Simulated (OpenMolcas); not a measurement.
# Ti2+, Zr2+, Hf2+: d² down the group

```yaml
Program: OpenMolcas
Method: SS-CASPT2, IPEA 0.25 Eh, imaginary shift 0.1 Eh
Basis: ANO-RCC-VTZP
Scalar_Hamiltonian: DKH2, point nucleus
Spin-orbit_coupling: RASSI with atomic mean-field integrals over the reference wave functions, term energies averaged over their components
```

Active space for each ion: 2 electrons in 5 orbitals (d); closed shells correlated by CASPT2: Ti2+ 3s 3p; Zr2+ 4s 4p; Hf2+ 5s 5p.

Computed levels in cm-1 above ³F₂:

```json
{"Level": "³F₃", "Ti2+": "195", "Zr2+": "697", "Hf2+": "3250"}
{"Level": "³F₄", "Ti2+": "447", "Zr2+": "1511", "Hf2+": "6250"}
{"Level": "¹D₂", "Ti2+": "7890", "Zr2+": "5470", "Hf2+": "8390"}
{"Level": "³P₀", "Ti2+": "11110", "Zr2+": "8550", "Hf2+": "9730"}
{"Level": "³P₁", "Ti2+": "11180", "Zr2+": "8820", "Hf2+": "11540"}
{"Level": "³P₂", "Ti2+": "11320", "Zr2+": "9330", "Hf2+": "14290"}
{"Level": "¹G₄", "Ti2+": "14680", "Zr2+": "11670", "Hf2+": "15220"}
{"Level": "¹S₀", "Ti2+": "32330", "Zr2+": "24070", "Hf2+": "27070"}
{"Level": "weight of ³F in the lowest level (%)", "Ti2+": "100", "Zr2+": "99", "Hf2+": "91"}
```

Mixed levels, with the weight of the term that names them: Hf2+ ¹D₂ (74 %).

Measured, with the error of the calculation in %. Measured levels: Ti2+ from Corliss and Sugar, J. Phys. Chem. Ref. Data 8, 1 (1979); Zr2+ from Moore, Atomic Energy Levels, vol. II, NSRDS-NBS 35 (1971 reprint of NBS Circular 467, 1952); NIST levels as listed in Rynkun, Gaigalas and Jonsson, Astron. Astrophys. 637, A10 (2020).

```csv
Level,Ti2+,Zr2+
³F₃,185 (+5.3),681 (+2.3)
³F₄,420 (+6.3),1486 (+1.6)
¹D₂,8474 (-6.9),5742 (-4.8)
³P₀,10538 (+5.4),8062 (+6.0)
³P₁,10604 (+5.4),8326 (+6.0)
³P₂,10721 (+5.5),8838 (+5.6)
¹G₄,14398 (+1.9),11049 (+5.6)
¹S₀,32476 (-0.4),23979 (+0.4)
```

The fine-structure level ³F₄ changes by a factor of 14 from Ti2+ to Hf2+.

Without spin-orbit coupling ¹D lies 7640, 4580, 4630 cm-1 above ³F in that order; the difference to the level ¹D₂, of either sign, comes from spin-orbit coupling, which also lowers the zero.

CASPT2 breaks the degeneracy within a term, and the mean is taken; among the terms shown or strongly mixed into the levels shown the widest spread is 580 cm-1 (3d² ¹G, Ti2+). Levels of configurations with an s electron are missing; early in the row they begin among the upper levels of the d shell and mix with terms of their name (holds for Zr2+). Configurations with an s electron lie low in 5d ions of this charge, fall among these levels and mix in, so low-spin terms can stand far too high, up to twice their true height, and weights are not those of the real levels (holds for Hf2+). Measured partners are found by configuration, term and J. A level has none where our copy of the source lacks it or the pairing is in doubt (some pairs that miss far off the trend of their configuration count as doubtful), and it then counts in no deviation. Levels of configurations outside the active space are missing.
